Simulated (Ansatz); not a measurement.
Reaction (isomerisation): `[CH3][AlH][O][SiH](F)F` → `C[Si](F)(F)[O][AlH2]`

Calculated with Ansatz (gas phase, PBE0-D4/def2-TZVP geometries, no zero-point term in ΔE). CCSD(T)/CBS is the MP2 limit (def2-TZVPP, def2-QZVPP) plus CCSD(T) − MP2 in def2-TZVPP, frozen cores. Each species was taken in one conformer, which may not be the lowest.

```csv
species,CCSD(T)/CBS(def2) energy (Eh)
`[CH3][AlH][O][SiH](F)F`,-847.17999
`C[Si](F)(F)[O][AlH2]`,-847.18209
```

Problem. Work out ΔE.

Solution. ΔE = (-847.18209) − (-847.17999) = -0.00210 Eh = -5.5 kJ/mol.

Largest T1 diagnostic among the species: 0.012.

The D4 term adds −3.8 kJ/mol with B3LYP and −2.0 kJ/mol with PBE0; it sums over pairs of atoms, weighted by their polarisabilities, and B3LYP, whose exchange is more repulsive, gets the larger term. In def2-TZVPP, CCSD(T) changes the Hartree–Fock value by +3.1 kJ/mol (the triples alone add +0.5 kJ/mol) and MP2 by +4.9 kJ/mol.

B3LYP here is the variant with VWN-RPA as its local correlation; programs differ in this.
